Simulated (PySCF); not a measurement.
CHCl2FOSi, SMILES C([Si](Cl)(F)Cl)=O. Atoms are numbered in the order given.

```xyz
7

O     -2.2838    -0.9907    -0.7690
C     -1.8501    -0.0684    -0.1236
Si     0.0166     0.0819     0.3071
F      0.1756     0.1862     1.9101
Cl     1.0392    -1.5410    -0.3682
Cl     0.7305     1.8207    -0.5044
H     -2.5272     0.7597     0.2384
```

Geometry: r2SCAN-D4/def2-SVP. The structure was generated by enumeration, and PubChem lists no compound with its InChIKey, so it may never have been made. The values are those of a single conformer.

Level of theory: r2SCAN-D4/def2-SVP in PySCF.

Frequencies are harmonic and unscaled.

Computed vibrational spectrum:
```
mode  ν (cm⁻¹)  IR (km/mol)  Raman (Å⁴/amu)  depolarisation    moving atoms (share of kinetic energy)
----  --------  -----------  --------------  --------------  ----------------------------------------
1           24          8.5             2.7            0.75           O 52 %, Cl 14 %, H 14 %, C 10 %
2          106          4.1             1.2            0.66                           Cl 42 %, O 40 %
3          140          0.8             5.5            0.75           Cl 38 %, C 23 %, H 18 %, F 17 %
4          190          3.0             1.4            0.47                  Cl 52 %, Si 18 %, F 14 %
5          239          9.2             1.5            0.71                           F 55 %, Cl 27 %
6          251         26.3             3.0            0.72  F 40 %, Cl 23 %, C 13 %, Si 12 %, O 10 %
7          389          8.8             6.9            0.08  O 31 %, Cl 22 %, Si 20 %, F 15 %, C 12 %
8          490         75.0            12.0            0.10                  Cl 47 %, C 23 %, Si 17 %
9          630        191.6             4.1            0.75                          Si 64 %, Cl 29 %
10         737         61.6             2.9            0.50                    Si 46 %, C 38 %, H 9 %
11         862         21.9             4.6            0.74                    H 48 %, C 34 %, F 11 %
12         926        142.6             2.7            0.41                           F 44 %, Si 42 %
13        1375         20.8             6.2            0.60                            H 82 %, C 11 %
14        1793         99.4            18.0            0.75                            C 57 %, O 42 %
15        2809        115.4           265.8            0.35                                    H 92 %
```
